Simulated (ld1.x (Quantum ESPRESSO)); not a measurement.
## Pseudopotential generation for I: TM, LDA (PZ), fully relativistic.

ld1.x (Quantum ESPRESSO) 7.5 input, shortened:

```
&input
   title='I', zed=53., rel=2, dft='PZ', iswitch=3,
   config='[Kr] 4d10 5s2 5p5', rel_dist='average'
 /
 &inputp
   pseudotype=2, tm=.true., lloc=0,
   nlcc=.false.
 /
2
5P  2  1   5.00   0.00  1.75  1.75  0.0
5S  1  0   2.00   0.00  1.65  1.65  0.0
 &test
   configts(1)='5s2 5p5'
 /
```

Open shells are filled in proportion to 2j + 1 (rel_dist='average').

Task: Does the generator finish with these settings?

Result: Yes, a potential is produced and its reference levels are reproduced.

Task: Estimate the cutoffs (Ry, on a coarse ladder) from which the occupation-weighted sum of valence levels, in a spherical-Bessel basis at the reference potential, stays within 10 and 1 mRy of its value at 400 Ry.

Result: 35 Ry and 70 Ry.

Task: What does a ghost test show?

Result: No extra level below or beside the all-electron valence levels (p1/2, p3/2, s, d, f tested).

Task: Tests: 5s2 5p4; 5s2 5p3; 5s2 5p2; 5s2 5p1; 5s1 5p6; 5s1 5p5; 5s2 5p4.5. Which has the largest error in its energy relative to the reference configuration, and how large is it?

Result: 5s2 5p1, with +194 meV (all-electron minus pseudo) on +100.92 eV.
